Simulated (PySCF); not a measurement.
# Correlation energy of Te³⁺ (tellurium, charge +3)

[Kr] 4d10 5s2 5p1, 2P determinant. Calculation: PySCF 2.14, in aug-cc-pV5Z-PP with ECP28MDF (8s8p6d4f3g2h, 139 functions); a scalar-relativistic core potential. Frozen: 4s2 4p6 4d10; 3 electrons correlated.

MP2 pair energies summed by pair of shells (mhartree):

```json
{"pair": "5s-5s", "energy": "-21.55", "share (%)": "54.2"}
{"pair": "5s-5p", "energy": "-18.20", "share (%)": "45.8"}
```

Total MP2 correlation energy: -39.75 mhartree.

Same-spin part -2.49 and opposite-spin part -37.25 mhartree; SCS-MP2 scales them by 1/3 and 6/5 to -45.53 mhartree.
